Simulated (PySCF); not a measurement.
Species: C₅H₅ClF (doublet state).
Numbering: `[CH3:1][C@H:2]1[C:3]([Cl:4])[CH:5]=[C:6]1[F:7]` (hydrogens: H8, H9, H10 on C1; H11 on C2; H12 on C5)

Level of theory: PySCF, UKS B3LYP, pcH-1 on C Cl F H, non-relativistic, mean-field spin-orbit, GIAO. Geometry: GFN2-xTB; no solvent, vibrations or thermal averaging. A GFN2-xTB geometry isn't a minimum of the functional, and hyperfine couplings can be far from their values at a DFT geometry. The SCF solution wasn't tested for stability. ⟨S²⟩ is 0.775 where a pure state has 0.75.

Principal values of hyperfine tensors in MHz (contact, dipolar and spin–orbit terms together), for some of the nuclei:

```csv
atom,isotope,A1,A2,A3
F7,19F,-68.76,-41.41,403.77
C3,13C,23.55,25.51,199.14
C6,13C,18.81,20.81,173.00
C5,13C,-75.29,-36.21,-32.97
C2,13C,-31.54,-27.94,-26.64
H12,1H,6.23,10.42,14.44
C1,13C,5.43,5.86,9.11
Cl4,35Cl,-19.05,-10.75,40.53
```

(1) Split each tensor into its isotropic and traceless parts, and turn a_iso into mT with g = 2.0050.

(2) What spin density at the nucleus of Cl4 lies behind its contact coupling (g_N = 0.54792)?

(3) H11 (1H, g_N = 5.58569) isn't in the table. Its spin density at the nucleus is 0.003152 bohr⁻³. What is its contact coupling?

(4) Which nucleus of the table has the largest anisotropic coupling, and what is its form?

(5) What first-order splitting does F7 cause when the field lies along A1, A2 or A3 of its tensor (g taken as isotropic, no quadrupole term)?

Results:

(1) a_iso is a third of the trace, T = A − a_iso, and a(mT) = a(MHz)/(g × 13.996). The tensors hold a spin–orbit part: the run splits a_iso into a_FC + a_SO, and T includes its anisotropic share.

```csv
atom,a_iso (MHz),a_FC,a_SO,a_iso (mT),T1,T2,T3
F7,97.87,98.26,-0.39,3.487,-166.63,-139.28,305.90
C3,82.73,82.37,0.36,2.948,-59.19,-57.22,116.41
C6,70.87,70.80,0.08,2.525,-52.06,-50.07,102.13
C5,-48.16,-48.19,0.03,-1.716,-27.13,11.95,15.19
C2,-28.71,-28.73,0.02,-1.023,-2.83,0.77,2.07
H12,10.36,10.35,0.01,0.369,-4.14,0.06,4.08
C1,6.80,6.80,0.00,0.242,-1.38,-0.94,2.31
Cl4,3.58,3.82,-0.24,0.127,-22.63,-14.33,36.95
```

(2) a_FC = (2μ0/3) gₑ μB g_N μN ρ(0)/(2S·h) = 800.24 MHz × g_N × ρ(0)/(2S), with ρ in bohr⁻³. With a_FC = 3.82 MHz and 2S = 1, ρ(0) = 0.00871 bohr⁻³.

(3) By the same relation, a_FC = 14.09 MHz. Its full tensor has the principal values 8.24, 13.49, 20.57 MHz.

(4) F7: -166.6, -139.3, 305.9 MHz (the dipolar term alone has -168.8, -137.0, 305.9), rhombic: the two smaller values differ by 9 % of the largest.

(5) 2 lines (I = 1/2), spaced by |A_i|/(g × 13.996): 2.45, 1.48, 14.39 mT along the axes of A1, A2 and A3.

Time: 56 s wall (with the writing of density and orbital grids); peak memory 0.84 GiB. Hardware: one thread of an Arm Neoverse V1, shared host with 32 logical CPUs at a one-minute load of 25.
